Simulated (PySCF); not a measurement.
**Nuclear quadrupole coupling in Me2Si(SMe)2**

Species: Me2Si(SMe)2, C4H12S2Si.
Z-matrix (Å and degrees, PBE0-D3(BJ)/def2-SVP geometry), rows numbered from 1:
```
C 
S   1  1.8214
Si  2  2.1509  1  100.39
C   3  1.8706  2  112.75  1   -59.29
C   3  1.8711  2  104.79  1   177.89
S   3  2.1504  2  109.28  1    57.00
C   6  1.8212  3  100.18  2    57.15
H   1  1.0980  2  107.32  3  -161.26
H   1  1.0990  2  111.17  3    79.71
H   1  1.1002  2  110.28  3   -42.45
H   4  1.1013  3  110.53  2  -179.77
H   4  1.1004  3  111.22  2    60.24
H   4  1.1009  3  110.02  2   -59.75
H   5  1.1002  3  111.22  2   -56.36
H   5  1.1009  3  110.07  2  -176.55
H   5  1.1014  3  110.47  2    63.58
H   7  1.0980  6  107.26  3  -164.68
H   7  1.0999  6  110.29  3   -45.72
H   7  1.0990  6  111.20  3    76.36
```

Field gradients from the PBE0/pcSseg-1 density (PySCF, non-relativistic), principal values in atomic units, ordered |Vxx| ≤ |Vyy| ≤ |Vzz|:

| atom | Vxx | Vyy | Vzz |
| --- | --- | --- | --- |
| S2 | 0.0607 | 2.0906 | -2.1513 |
| S6 | 0.0634 | 2.0886 | -2.1521 |

Question: Find the asymmetry η = (Vxx − Vyy)/Vzz and the couplings χ = eQV/h (234.96 MHz × Q in barn × V in au), with Q(33S) = −0.0678 b.

Answer: 
```
atom                environment  nucleus     η  χzz (MHz)  χxx (MHz)  χyy (MHz)
  S2  sulfur bonded to C and Si      33S  0.94      34.27      -0.97     -33.31
  S6  sulfur bonded to C and Si      33S  0.94      34.28      -1.01     -33.27
```

At S2 and S6 η is above 0.9: Vyy and Vzz are nearly equal in size and opposite in sign, so a small change could swap them and flip the sign of χzz. 

Question: What is Vzz at S6 in SI units (1 au = 9.71736 × 10²¹ V/m²)?

Answer: -2.1521 au = -20.912 × 10²¹ V/m².

Question: And the gradient at the other heavy atoms, for which no coupling is worked out here?

Answer: 
```tsv
atom	environment	Vzz (au)	η
C1	S-methyl carbon	0.297	0.08
Si3	four-coordinate silicon	-0.499	0.87
C4	Si-methyl carbon	-0.060	0.04
C5	Si-methyl carbon	-0.060	0.05
C7	S-methyl carbon	0.297	0.09
```

Were the hydrogens deuterons (Q(2H) = 0.00286 b), χzz would run from 189 kHz (H10 and H18) to 201 kHz (H14, H12, H13 and H15).

Geometry: PBE0-D3(BJ)/def2-SVP, one conformer, isolated molecule. The small basis limits the accuracy of the gradients.
